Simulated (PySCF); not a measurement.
PySCF was given this input:
```python
from pyscf import gto, scf, dft

mol = gto.M(
    atom='''
Si   -0.59700552   -0.10785362    0.02812132
C    -1.88416382    1.25015241   -0.09127936
O    -1.13669758   -1.40166790   -0.90889865
O    -0.66909640   -0.81977192    1.52978977
B     1.33495728    0.27330644   -0.18160078
O     1.76400568    0.77303080   -1.29552842
O     2.19275467    0.13146052    0.82384213
H    -2.85288812    0.93459899   -0.01640926
H    -1.76195194    1.90129000    0.66545964
H    -1.67172720    1.85143611   -1.07061258
H    -1.12893682   -1.22545108   -1.85719838
H    -1.46365508   -1.25419732    1.81362737
H     2.68240801    0.99032422   -1.32007214
H     1.91218890   -0.21481217    1.67101075
''',
    basis='sto-3g',
    verbose=4,
)

mf = dft.RKS(mol)
mf.xc = 'b3lyp'
mf.kernel()
g = mf.nuc_grad_method()
grad = g.kernel()
```

**Question.** What is the computed Mulliken (on the basis functions themselves) charges in atom order (PySCF with B3LYP/STO-3G, gradient)?

**Answer.** Si1 0.82, C2 -0.45, O3 -0.45, O4 -0.48, B5 0.19, O6 -0.34, O7 -0.34, H8 0.08, H9 0.08, H10 0.05, H11 0.16, H12 0.18, H13 0.24, H14 0.24

**Question.** What is the computed nuclear repulsion energy (B3LYP/STO-3G, gradient)?

**Answer.** 388.4646 Eh

**Question.** Estimate the HOMO-LUMO gap that B3LYP/STO-3G, gradient returns for this input.

**Answer.** 7.40 eV

**Question.** What total energy does B3LYP/STO-3G, gradient give?

**Answer.** -649.2933 Eh

**Question.** Estimate the HOMO energy that B3LYP/STO-3G, gradient returns for this input.

**Answer.** -2.89 eV

**Question.** Give the dipole moment at the level B3LYP/STO-3G, gradient.

**Answer.** 1.54 D
